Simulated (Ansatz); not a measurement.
Wavefunction ladder for C₃H₁₀Si₂ (`C[Si]1(C)C[SiH2]1`)

```
atom   x (Å)   y (Å)   z (Å)
  C1   1.554   0.117  -0.943
 Si2   0.016   0.064   0.101
  C3   0.271   0.553   1.880
  C4  -1.227  -1.228  -0.247
 Si5  -2.229   0.262  -1.044
  H6   2.308  -0.562  -0.534
  H7   1.981   1.122  -0.967
  H8   1.328  -0.188  -1.965
  H9   0.880  -0.196   2.393
 H10  -0.689   0.621   2.396
 H11   0.776   1.518   1.963
 H12  -1.726  -1.666   0.615
 H13  -0.925  -1.987  -0.964
 H14  -0.953   1.285  -0.379
 H15  -1.364   0.286  -2.305
```

Charge 0, multiplicity 1. The structure was optimised at the PBE0-D4/def2-TZVP level. Frozen core, restricted reference, the Gaussian-basis code of Ansatz. CBS rows extrapolate triple and quadruple zeta; past MP2 they add the triple-zeta difference.

| basis | HF (Eh) | MP2 corr. | CCSD corr. | (T) | CCSD(T) total |
| --- | --- | --- | --- | --- | --- |
| def2-SVP | -696.98400 | -0.63056 | -0.70505 | -0.02269 | -697.71174 |
| def2-TZVPP | -697.32228 | -0.77870 | -0.84441 | -0.03567 | -698.20236 |
| def2-QZVPP | ? | ? | – | – | – |
| CBS(def2) | -697.34874 | ? | ? | as TZ | ? |

Q: Fill in the withheld values. (Best estimate.)

A: The calculation gave: def2-QZVPP HF (Eh): -697.34553; def2-QZVPP MP2 corr.: -0.82895; CBS(def2) MP2 corr.: -0.86617; CBS(def2) CCSD corr.: -0.93187; CBS(def2) CCSD(T) total: -698.31628.
